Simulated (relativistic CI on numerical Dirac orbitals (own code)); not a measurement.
**d1 to d9 in one tetrahedral field**

Computed with a parametric ligand-field model without spin-orbit coupling, by exact diagonalisation: B = 550, C = 2380, 10Dq = -4900 cm⁻¹ (Td; |10Dq|/B = 8.9) for every shell. Energies in cm⁻¹; the field energy is (0.6 n_e − 0.4 n_t2) × 10Dq of the ground term; g labels are left out.

| Shell | Ground term | Electrons in e | Field energy | First spin-allowed bands | Lowest term of other spin |
| --- | --- | --- | --- | --- | --- |
| d1 | 2E | 1.000 | -2940 | 2T2 4900 |  |
| d2 | 3A2 | 2.000 | -5880 | 3T2 4900, 3T1 8175 | 1E 8820 |
| d3 | 4T1 | 1.915 | -3505 | 4T2 4253, 4A2 9153 | 2E 6237 |
| d4 | 5T2 | 2.000 | -1960 | 5E 4900 | 3T1 8281 |
| d5 | 6A1 | 2.000 | 0 | none | 4T1 14084 |
| d6 | 5E | 3.000 | -2940 | 5T2 4900 | 3T1 8672 |
| d7 | 4A2 | 4.000 | -5880 | 4T2 4900, 4T1 8175 | 2E 10768 |
| d8 | 3T1 | 3.915 | -3505 | 3T2 4253, 3A2 9153 | 1T2 8347 |
| d9 | 2T2 | 4.000 | -1960 | 2E 4900 |  |

Every shell keeps the spin of the free ion. Tetrahedral fields of 3d complexes are almost always too weak to pair spins. High-spin d^(n+5) repeats the spin-allowed bands of d^n, since the half-filled shell is spherical.
